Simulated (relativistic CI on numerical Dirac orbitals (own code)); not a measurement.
Method of calculation: Dirac-Coulomb-Breit CI, KLI orbitals optimised for each configuration, model QED (radiative potential, 1s self-energy scaled to tabulated hydrogen-like ionisation energies), unscaled Slater integrals (own radial code, finite nucleus).

CI space (outside the closed core 1s2): 2s², 2s2p, 2p², 2p3s, 2p3p, 2s3s, 2s3p, 2s3d, 2s4s, 2s4p, 2s4d, 2s4f, 2s5s, 2s5p, 3s², 2s5d, 2s5f, 2s5g, 3s3p, 3p². Levels of other configurations are missing.

At this charge energies of transitions that change n are usually good to better than 1 %, and those within a shell (Δn = 0) to a few per cent.

Outline of the computed level scheme of Co XXIV. Lowest level of each configuration: 2s² ¹S0 at 0.00 eV; 2s2p ³P°0 at 45.19 eV; 2p² ³P0 at 124.76 eV; 2s3s ³S1 at 1199.29 eV; 2s3p ³P°0 at 1221.57 eV; 2s3d ³D1 at 1237.58 eV; 2p3s ³P°0 at 1256.54 eV; 2p3p ³D1 at 1270.63 eV; 2s4s ³S1 at 1610.51 eV.

Some strong electric-dipole decays among the lowest 36 levels: 2s3d ³D3 → 2s2p ³P°2 (2.6e+13 s⁻¹); 2s3d ³D2 → 2s2p ³P°1 (2.0e+13 s⁻¹); 2s3d ¹D2 → 2s2p ¹P°1 (2.0e+13 s⁻¹); 2s3d ³D1 → 2s2p ³P°0 (1.6e+13 s⁻¹); 2s3d ³D1 → 2s2p ³P°1 (1.1e+13 s⁻¹); 2s3p ¹P°1 → 2s² ¹S0 (9.2e+12 s⁻¹); 2p3p ¹S0 → 2s2p ¹P°1 (8.8e+12 s⁻¹); 2p3p ¹D2 → 2s2p ¹P°1 (8.3e+12 s⁻¹).

LS names give the leading component of a level, which can be under half, so a name can repeat, a term be missing and a line seem to break the LS rules.
